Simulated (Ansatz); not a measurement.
Complex (SMILES): F (HF) with N#N (N2), atoms 1 to 2 the first; geometry from B3LYP-D3(BJ)/def2-TZVP, monomers rigid:
```xyz
4

F      0.3830    -0.0965     0.2212
H     -0.2809     0.0249    -0.4159
N     -2.5150     0.4344    -2.5571
N     -1.7349     0.2913    -1.8098
```

Interaction energy at PBE with Ansatz (a program for electronic structure), kcal/mol, without and with the counterpoise correction (monomers among the partner's ghost functions). Cartesian d functions, on some or all atoms, in 6-31G**; all else is spherical. No added dispersion term, no relativity. Reference, counterpoise-corrected: the value in aug-pcseg-3, -2.55.

```tsv
basis	functions	uncorrected	counterpoise	counterpoise correction	mean of both
def2-SVP	47	-3.69	-2.41	1.27	-3.05
cc-pVDZ	47	-4.25	-2.44	1.80	-3.35
6-31G**	50	-3.03	-2.14	0.89	-2.59
aug-pcseg-1	78	-2.94	-2.33	0.61	-2.64
6-311++G(2d,2p)	91	-2.72	-2.39	0.33	-2.56
cc-pVTZ	104	-3.22	-2.47	0.75	-2.85
def2-QZVP	201	-2.91	-2.60	0.31	-2.75
cc-pV5Z	328	-2.78	-2.56	0.22	-2.67
```

The corrected value lies nearer the reference in 8 of 8 rows.
